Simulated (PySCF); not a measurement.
H7NO2Si2, SMILES O[Si@H](O[SiH3])N.

Geometry: PBE0-D3(BJ)/def2-SVP. The structure was generated by enumeration; whether it is a known compound was not checked. Other conformers were not sampled.

All values below come from PySCF 2.14.0 with TDDFT-PBE/def2-SVPD.

Vertical excitations. 

Computed UV-visible absorptions:
| state | energy (eV) | λ (nm) | f | main pairs |
|---|---|---|---|---|
| S1 | 5.89 | 211 | 0.032 | HOMO→LUMO 99 % |
| S2 | 6.48 | 191 | 0.021 | HOMO→LUMO+1 94 % |
| S3 | 6.68 | 186 | 0.008 | HOMO−1→LUMO 96 % |
| S4 | 6.74 | 184 | 0.034 | HOMO→LUMO+2 96 % |
| S5 | 6.88 | 180 | 0.003 | HOMO−2→LUMO 98 % |
| S6 | 6.95 | 178 | 0.004 | HOMO→LUMO+3 97 % |
| S7 | 7.07 | 175 | 0.017 | HOMO−3→LUMO 95 % |
| S8 | 7.19 | 173 | 0.022 | HOMO−1→LUMO+1 95 % |
| S9 | 7.38 | 168 | 0.004 | HOMO−2→LUMO+1 92 % |
| S10 | 7.43 | 167 | 0.002 | HOMO→LUMO+4 81 %, HOMO−1→LUMO+2 17 % |
| T1 | 5.75 | 215 | 0 | HOMO→LUMO 99 % |
| T2 | 6.21 | 200 | 0 | HOMO→LUMO+1 97 % |
| T3 | 6.45 | 192 | 0 | HOMO→LUMO+2 66 %, HOMO−1→LUMO 31 % |
| T4 | 6.51 | 190 | 0 | HOMO−1→LUMO 65 %, HOMO→LUMO+2 32 % |
Triplets are in the Tamm–Dancoff approximation, which puts them higher than full response would, so one can lie above its singlet here.
